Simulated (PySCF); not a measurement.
Telling isomers of C$_{5}$H$_{9}$N$_{3}$ apart by NMR

No relativistic terms, gas phase, averaged over atoms made equivalent by symmetry, fast rotation or ring inversion, one computed conformer. σ from GIAO-PBE0/pcSseg-1; geometry: GFN2-xTB; PySCF 2.14.

Referencing at the same level of theory: ¹H (31.72 ppm), ¹³C (186.93 ppm) against TMS. Where no couplings were computed, multiplicities follow the n + 1 count of equivalent neighbours, and m marks all less simple cases (inequivalent or close neighbours, rings, F or P nearby). Shifts are as computed. Against solution values, carbons near 30 ppm lie about +3 ppm off and those near 130 ppm about +5 ppm. Of 1211 compounds with measured shifts, 218 miss one by over three times the rms of a fit or turn the order of signals round; such compounds aren't used in these exercises. OH and NH positions are gas-phase values without hydrogen bonding to other molecules.

(1) Tabulate the signals of `CCn1nncc1C`, `CCc1nncn1C`, `CCc1cnnn1C`, `Cc1nnn(C)c1C`, `CC(C)c1cnn[nH]1`, `CCc1cnn(C)n1` and their relative energies.

(2) What is the quickest way to tell CCc1nncn1C from Cc1nnn(C)c1C?

(3) What is the quickest way to tell CCn1nncc1C from CCc1cnn(C)n1?

(4) What is the quickest way to tell CCn1nncc1C from CC(C)c1cnn[nH]1?

Answers

(1) 
```tsv
SMILES	carbon types	δC	δH	E rel. (kcal/mol)
CCn1nncc1C	1×C 1×CH 1×CH2 2×CH3	137.5, 137.0, 44.2, 18.6, 10.6	7.51 (s, 1H), 4.38 (q, 2H), 2.43 (s, 3H), 1.39 (t, 3H)	7.6
CCc1nncn1C	1×C 1×CH 1×CH2 2×CH3	158.4, 147.1, 30.8, 22.6, 16.1	7.62 (s, 1H), 3.69 (s, 3H), 2.90 (q, 2H), 1.25 (t, 3H)	0.0
CCc1cnnn1C	1×C 1×CH 1×CH2 2×CH3	144.7, 136.5, 34.4, 21.0, 18.1	7.54 (s, 1H), 4.09 (s, 3H), 2.81 (q, 2H), 1.21 (t, 3H)	10.0
Cc1nnn(C)c1C	2×C 3×CH3	144.5, 134.8, 34.9, 12.8, 10.0	3.98 (s, 3H), 2.49 (s, 3H), 2.36 (s, 3H)	5.0
CC(C)c1cnn[nH]1	1×C 2×CH 2×CH3	150.9, 131.4, 29.6, 27.1	10.68 (br s, 1H), 7.64 (s, 1H), 2.85 (sept, 1H), 1.37 (d, 6H)	9.6
CCc1cnn(C)n1	1×C 1×CH 1×CH2 2×CH3	156.8, 135.8, 41.4, 23.8, 20.2	7.37 (s, 1H), 4.19 (s, 3H), 2.81 (q, 2H), 1.24 (t, 3H)	3.9
```

Energies are electronic energies at PBE0/pcSseg-1 on these geometries, without zero-point or thermal terms, each for the one conformer computed, which needn't be the lowest.

(2) Both give the same number of carbon signals, but DEPT or the intensities differ. The first has an aromatic CH between two ring heteroatoms at 147.1 ppm, the second a substituted aromatic carbon next to a ring nitrogen (C) at 134.8 ppm. Their most deshielded carbons lie at 158.4 and 144.5 ppm. In the proton spectra the most deshielded non-exchanging signals are 7.62 (s, 1H) and 3.98 (s, 3H).

(3) Both give the same number of carbon signals, with the same numbers of each carbon type, so the positions decide. The first has an sp3 CH2 bonded to N at 44.2 ppm, the second a methyl carbon bonded to N (CH3) at 41.4 ppm. Their most deshielded carbons lie at 137.5 and 156.8 ppm.

(4) Count the carbon signals: 5 against 4. The first has an sp3 CH2 bonded to N at 44.2 ppm, the second an sp3 CH on an aromatic ring at 29.6 ppm. Their most deshielded carbons lie at 137.5 and 150.9 ppm.
